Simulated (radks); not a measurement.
Results of a calculation; reference values are marked as such.
The chlorine anion Cl-, [Ar], held by a Watson sphere: a shell of charge +1 at radius R that stands for the Madelung well of a crystal (potential energy -1/R inside, -1/r outside, in hartree with lengths in bohr). Code: a radial shooting solver on a logarithmic mesh with Libxc functionals. Model: non-relativistic Kohn-Sham, LDA (Slater exchange, Perdew-Wang correlation), spin-polarised, spherical densities, point nucleus. Response by self-consistent Sternheimer equations with the Hartree and adiabatic LDA kernel. The sphere does not respond.

R (bohr) = 2.13: e(2p) (eV) -189.55; e(3s) (eV) -20.485; e(3p) (eV) -8.962; <r> 3p (bohr) 1.888; sum of <r^2> (bohr^2) 33.26; X-ray form factor at sin(theta)/lambda = 0.3 1/angstrom 9.565; alpha (bohr^3) 18.46
R (bohr) = 2.35: e(2p) (eV) -189.42; e(3s) (eV) -20.055; e(3p) (eV) -8.612; <r> 3p (bohr) 1.913; sum of <r^2> (bohr^2) 34.08; X-ray form factor at sin(theta)/lambda = 0.3 1/angstrom 9.550; alpha (bohr^3) 19.90
R (bohr) = 3.09: e(2p) (eV) -188.75; e(3s) (eV) -18.760; e(3p) (eV) -7.439; <r> 3p (bohr) 1.977; sum of <r^2> (bohr^2) 36.32; X-ray form factor at sin(theta)/lambda = 0.3 1/angstrom 9.540; alpha (bohr^3) 25.11
R (bohr) = 3.37: e(2p) (eV) -188.44; e(3s) (eV) -18.335; e(3p) (eV) -7.028; <r> 3p (bohr) 1.994; sum of <r^2> (bohr^2) 36.96; X-ray form factor at sin(theta)/lambda = 0.3 1/angstrom 9.542; alpha (bohr^3) 27.11
R (bohr) = 3.71: e(2p) (eV) -188.07; e(3s) (eV) -17.864; e(3p) (eV) -6.564; <r> 3p (bohr) 2.010; sum of <r^2> (bohr^2) 37.62; X-ray form factor at sin(theta)/lambda = 0.3 1/angstrom 9.544; alpha (bohr^3) 29.46
R (bohr) = 3.75: e(2p) (eV) -188.02; e(3s) (eV) -17.812; e(3p) (eV) -6.511; <r> 3p (bohr) 2.012; sum of <r^2> (bohr^2) 37.68; X-ray form factor at sin(theta)/lambda = 0.3 1/angstrom 9.544; alpha (bohr^3) 29.73
R (bohr) = 4.24: e(2p) (eV) -187.51; e(3s) (eV) -17.218; e(3p) (eV) -5.918; <r> 3p (bohr) 2.029; sum of <r^2> (bohr^2) 38.40; X-ray form factor at sin(theta)/lambda = 0.3 1/angstrom 9.546; alpha (bohr^3) 32.87
R (bohr) = 4.25: e(2p) (eV) -187.50; e(3s) (eV) -17.207; e(3p) (eV) -5.907; <r> 3p (bohr) 2.029; sum of <r^2> (bohr^2) 38.42; X-ray form factor at sin(theta)/lambda = 0.3 1/angstrom 9.547; alpha (bohr^3) 32.94
R (bohr) = 4.38: e(2p) (eV) -187.37; e(3s) (eV) -17.064; e(3p) (eV) -5.763; <r> 3p (bohr) 2.033; sum of <r^2> (bohr^2) 38.57; X-ray form factor at sin(theta)/lambda = 0.3 1/angstrom 9.547; alpha (bohr^3) 33.71
